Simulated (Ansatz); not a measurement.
`N[SiH]([SiH3])[SeH]` + H₂ → `[SiH3][SiH2][SeH]` + NH₃ at 298.15 K and 1 bar (hydrogenolysis of the Si–N bond).

Program: Ansatz. Geometries: PBE0-D4/def2-TZVP. ΔE: electronic, gas phase. CBS: MP2 limit from def2 TZ/QZ plus the TZ coupled-cluster correction, frozen cores. This one scheme is used for every species. For Se outer-core shells are correlated without core-valence functions, which leaves a few kJ/mol of doubt a bond. Scalar relativity is left out up to krypton. One conformer a species, not always the lowest.

```json
{"species": "`N[SiH]([SiH3])[SeH]`", "CCSD(T)/CBS energy (Eh)": "-3037.82609", "H − E (kJ/mol)": "204.0", "S (J/(mol·K))": "389.5"}
{"species": "H₂", "CCSD(T)/CBS energy (Eh)": "-1.17544", "H − E (kJ/mol)": "35.1", "S (J/(mol·K))": "130.4"}
{"species": "`[SiH3][SiH2][SeH]`", "CCSD(T)/CBS energy (Eh)": "-2982.48284", "H − E (kJ/mol)": "151.5", "S (J/(mol·K))": "349.1"}
{"species": "NH₃", "CCSD(T)/CBS energy (Eh)": "-56.50880", "H − E (kJ/mol)": "100.5", "S (J/(mol·K))": "192.4"}
```

H − E and S are ideal-gas, rigid-rotor, harmonic terms from PBE0-D4/def2-TZVP, for one conformer and one mirror image of each species. The MP2-based limit puts H₂ 0.8 mEh under its directly extrapolated value; such offsets cancel only in part. 1 Eh = 2625.50 kJ/mol, R = 8.31446 J/(mol·K).

Task: By hand: ΔE, ΔH, ΔS and ΔG.

Result: ΔE = (-2982.48284) + (-56.50880) − (-3037.82609) − (-1.17544) = 0.00989 Eh = 26.0 kJ/mol. Δ(H − E) = 151.5 + 100.5 − 204.0 − 35.1 = 12.9, so ΔH = 38.9 kJ/mol. ΔS = 349.1 + 192.4 − 389.5 − 130.4 = 21.6 J/(mol·K). ΔG = 38.9 − 298.15 × (21.6)/1000 = 32.5 kJ/mol.

Task: By hand: the equilibrium constant, and the temperature at which ΔG would vanish if ΔH and ΔS stayed fixed.

Result: log₁₀ K = −ΔG/(RT ln 10) = -5.7. ΔG = 0 at ΔH/ΔS = 1801 K.

ΔH outweighs TΔS. A doubt of 5 kJ/mol in ΔE shifts log₁₀ K by 0.9 here. Other conformers and mirror images would add mixing entropy, several J/(mol·K) or more a flexible species. These are equilibria of isolated gas molecules and say nothing of rates. Largest T1 diagnostic: 0.011 (customary marks: 0.02 for closed shells, 0.045 for open ones).
